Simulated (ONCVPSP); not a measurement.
**Varying the ONCV potential for tantalum**

Base potential:

- Element: Ta
- Generator: ONCVPSP 4.0.1
- Type: optimised norm-conserving Vanderbilt (ONCV)
- Functional: Wu-Cohen
- Relativity: scalar-relativistic
- Frozen core: [Kr] 4d10 4f14
- Valence charge: 13
- Reference configuration: 5s2 5p6 5d3 6s0.5 (charge +1.5)
- Partial waves: 5s+6s: rc 1.65 bohr, ncon 3, nbas 7, qcut 8.7 1/bohr, 2 projectors; 5p: rc 1.45 bohr, ncon 3, nbas 7, qcut 6.4 1/bohr, 2 projectors, debl 2.9 Ha; 5d: rc 2.60 bohr, ncon 3, nbas 8, qcut 5.9 1/bohr, 1 projector
- Local potential: polynomial inside 1.35 bohr (lpopt 3, dvloc0 0 Ha)
- Core correction: polynomial model core, fcfact 0.4

Cutoffs, loose and tight: the cutoffs (Ha) at which the residual kinetic energy of the hardest occupied pseudo-wave falls to 1 and 0.1 mHa per electron. They do not see the model core or the augmentation charge, which bear on the density cutoff. Test errors are all-electron minus pseudo excitation energies from the reference, over the configurations 5s2 5p6 5d3 6s2; 5s2 5p6 5d3 6s1; 5s2 5p6 5d3 6s0; 5s2 5p6 5d2 6s2 6p1. A dash means not determined; rows that change the core or the reference have their own tests.

1 further variants are left out, since the program set their typed debl aside.

```tsv
change	outcome	cutoff, loose	cutoff, tight	bound ghosts	GHOST(+) flags above zero	largest test error (meV)
base	generated	25 Ha	72 Ha	none	s	+12
local potential polynomial inside 1.10 bohr (lpopt 1, dvloc0 1 Ha)	generated	25 Ha	72 Ha	none	s	+12
p: qcut 5.5	generated	26 Ha	83 Ha	none	s	+11
local potential polynomial inside 1.35 bohr (lpopt 3, dvloc0 7 Ha)	generated	25 Ha	72 Ha	none	none	+12
s: qcut 7.5; p: qcut 5.5; d: qcut 5.1	generated	26 Ha	83 Ha	none	s	+24
core correction polynomial model core, fcfact 0.84	generated	25 Ha	72 Ha	none	s	+11
```

Problem. What comes out with this change to the base: reference 5s2 5p6 5d3 6s1.5?

Solution. outcome: generated; cutoff, loose: 25 Ha; cutoff, tight: 73 Ha; bound ghosts: none; GHOST(+) flags above zero: s; largest test error (meV): -351.
